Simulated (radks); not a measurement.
The numbers below are computed, except where a source is named.
Coulomb parameter of the 5d shell of the rhenium ion Re3+ in the model configuration [Xe] 4f14 5d2.5 6p1.5, as a second difference U = [E(n + 0.25) + E(n - 0.25) - 2 E(n)] / (0.25)^2 with all orbitals relaxed. "Bare": the charge of the atom changes with n. "Screened": the 6p shell takes up the change at fixed total charge, which measures U(5d,5d) + U(6p,6p) - 2 U(5d,6p). Code: a radial shooting solver on a logarithmic mesh with Libxc functionals. Model: scalar-relativistic Kohn-Sham, SCAN, spin-unpolarised, spherical densities, finite nucleus; meta-GGA in the generalised Kohn-Sham scheme; Fermi nuclear charge, rms radius 5.3698 fm.

case                      configuration  E - E(n) (eV)
start             [Xe] 4f14 5d2.5 6p1.5          0.000
bare +0.25       [Xe] 4f14 5d2.75 6p1.5         -9.270
bare -0.25       [Xe] 4f14 5d2.25 6p1.5         10.056
screened +0.25  [Xe] 4f14 5d2.75 6p1.25         -3.597
screened -0.25  [Xe] 4f14 5d2.25 6p1.75          3.702

U(bare) = 12.573 eV, U(screened by 6p) = 1.680 eV, against the Slater integral F0(5d,5d) = 15.329 eV with frozen orbitals.
